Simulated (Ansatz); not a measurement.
`C=C(F)[Te]C` and `C=C(F)[NH][SnH3]` differ in one atom or group.

Ansatz, PBE0-D4/def2-TZVP geometries, multiplicity 1. Each molecule was computed in one conformer, which needn't be the lowest.

Elements past krypton have def2 core potentials.

```
                                        property  `C=C(F)[Te]C`
  size of the dipole moment (PBE/def2-TZVPP) / D           1.03
           HOMO–LUMO gap (B3LYP/def2-TZVPP) / eV           4.82
           LUMO energy (ωB97M-V/def2-TZVPP) / eV           0.99
               HOMO energy (PBE/def2-TZVPP) / eV          -5.06
size of the dipole moment (B3LYP/def2-TZVPP) / D           1.11
         HOMO–LUMO gap (ωB97M-V/def2-TZVPP) / eV           9.18
```

Give the same properties after the change, and the shifts. (An estimate is asked.)

Ansatz gave: 
```
                                        property  `C=C(F)[NH][SnH3]`  shift
  size of the dipole moment (PBE/def2-TZVPP) / D                2.37   1.34
           HOMO–LUMO gap (B3LYP/def2-TZVPP) / eV                5.16   0.34
           LUMO energy (ωB97M-V/def2-TZVPP) / eV                1.08   0.09
               HOMO energy (PBE/def2-TZVPP) / eV               -4.77   0.29
size of the dipole moment (B3LYP/def2-TZVPP) / D                2.41   1.30
         HOMO–LUMO gap (ωB97M-V/def2-TZVPP) / eV                9.19   0.01
```

With PBE0 the HOMO rises by 0.17 eV and the LUMO rises by 0.53 eV, so the gap widens by about 0.36 eV. PBE moves the HOMO by 0.29 eV and ωB97M-V by 0.08 eV. Dipoles are sizes alone; their direction can turn.

B3LYP here is the variant with VWN-RPA as its local correlation; programs differ in this.

Spin–orbit coupling is left out; it splits and shifts lone-pair levels of the heavy atoms by tenths of an eV.
